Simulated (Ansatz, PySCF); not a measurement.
Reaction (SMILES): C#CC + 4 [H][H] (H2) → 3 C (CH4)
Geometries: B3LYP-D3(BJ)/def2-TZVP minima from Ansatz (a quantum-chemistry and plane-wave program).

Wanted: energy of full hydrogenation (0 K, with B3LYP-D3(BJ) harmonic zero-point energies from PySCF), in kcal/mol. Cores are frozen in the correlated levels unless marked. Spin-orbit coupling is left out. Non-relativistic. CBS(X,Y): correlation extrapolated as X^-3; Hartree-Fock from the larger set. The bracket is a focal-point correction in the basis named.

| level | program | energy of full hydrogenation (kcal/mol) |
|---|---|---|
| r2SCAN-D3(BJ)/def2-TZVPD | Ansatz + dftd3 | -97.8 |
| PBE0/def2-TZVP | Ansatz | (withheld) |
| BHLYP-D4/def2-TZVPD | Ansatz + dftd4 | -101.9 |
| SCS-MP2/cc-pVDZ | Ansatz | -94.7 |
| RI-MP2/CBS(aug-cc-pVTZ,aug-cc-pVQZ)+[CCSD(T)-MP2]/aug-cc-pVTZ | Ansatz | -94.1 |

Some entries are withheld; supply them.


- PBE0/def2-TZVP, energy of full hydrogenation (kcal/mol): -103.2
